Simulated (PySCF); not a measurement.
Start geometry of `C=C/C([SiH3])=C(/[SiH3])OCC#N` from GFN2-xTB (Å):
```
atom  x, y, z in Å
C1    -2.6782    1.6795    0.1909
C2    -1.4073    1.3399    0.0109
C3    -0.9172   -0.0258   -0.1047
Si4   -2.1164   -1.3501   -0.7108
C5     0.3842   -0.2836    0.1656
Si6    1.1491   -2.0186    0.2325
O7     1.1474    0.7914    0.5887
C8     2.5382    0.7624    0.3694
C9     2.9794    2.0994    0.0179
N10    3.3077    3.1568   -0.2616
H11   -2.9778    2.7100    0.2786
H12   -3.4603    0.9435    0.2791
H13   -0.6513    2.1151   -0.0269
H14   -3.0492   -0.7351   -1.6571
H15   -1.3811   -2.4060   -1.4150
H16   -2.8604   -1.9413    0.4065
H17    0.1696   -2.9669    0.7479
H18    1.6404   -2.3980   -1.0977
H19    2.2916   -1.9909    1.1566
H20    3.0711    0.4491    1.2810
H21    2.8116    0.0861   -0.4524
```

What comes out of this run: PBE0-D3(BJ)/def2-SVP geometry optimisation, gas phase (PySCF 2.14.0)?

```
atom  x, y, z in Å
C1    -2.673    1.769    0.195
C2    -1.386    1.389    0.201
C3    -0.914    0.011    0.066
Si4   -2.168   -1.336   -0.329
C5     0.408   -0.280    0.211
Si6    1.142   -2.044    0.194
O7     1.237    0.762    0.549
C8     2.533    0.801    0.017
C9     2.955    2.197   -0.097
N10    3.299    3.297   -0.188
H11   -2.951    2.820    0.299
H12   -3.498    1.057    0.093
H13   -0.610    2.151    0.322
H14   -2.989   -0.942   -1.512
H15   -1.446   -2.602   -0.653
H16   -3.082   -1.592    0.825
H17    0.409   -2.931    1.142
H18    1.140   -2.641   -1.174
H19    2.559   -1.944    0.657
H20    3.258    0.271    0.660
H21    2.580    0.346   -0.989
```

The energy falls by 2.9 kcal/mol over 15 energy and gradient evaluations, the largest force component goes from 0.0335 to 4.1e-04 Eh/bohr, and the atoms move by 0.326 Å rms after alignment. The bond that changes most is Si6–H17 (SiH3 silicon to Si–H hydrogen), which lengthens by 0.033 Å. Bonds longer at the end by more than 0.005 Å: 16 of 20; shorter: 2. Among the angles that change most is C5–Si6–H18, from 109.8° to 112.1°. Among the dihedrals that turn most is C2–C3–Si4–H15, from 150° to 170°. Rotational constants go from 1269, 607.7, 431.0 to 1254, 607.0, 421.5 MHz. The orientation of the end geometry is arbitrary; only internal coordinates are fixed.

The run used 203 basis functions and 112 SCF cycles in all.

Whether it is a minimum is left open (no frequencies). One conformer, not necessarily the lowest.
